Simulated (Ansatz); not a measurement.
Ansatz (an electronic-structure program) input:

Ansatz 0.2 input:
```yaml
crystal:
  periodic: [false, false, false]
  atoms:
    - {symbol: Se, position_ang: [0.02480627, 0.03592155, 0.57304979]}
    - {symbol: I, position_ang: [1.25329058, -2.36499159, -0.09087859]}
    - {symbol: I, position_ang: [-1.26920403, 2.34194758, -0.27673826]}
basis:
  gaussian:
    orbitals: def2-TZVP
hamiltonian:
  xc: b3lyp
  dispersion: d3bj
total_charge: -1
magnetization: {spin_polarized: true, initial_magnetization: 1}
phonons: {temperatures: {t_min: 298.15, t_max: 298.15, t_step: 100}}
```

What final total energy does it print?

-2997.33355 Eh (B3LYP-D3(BJ)/def2-TZVP). The basis has 148 functions.
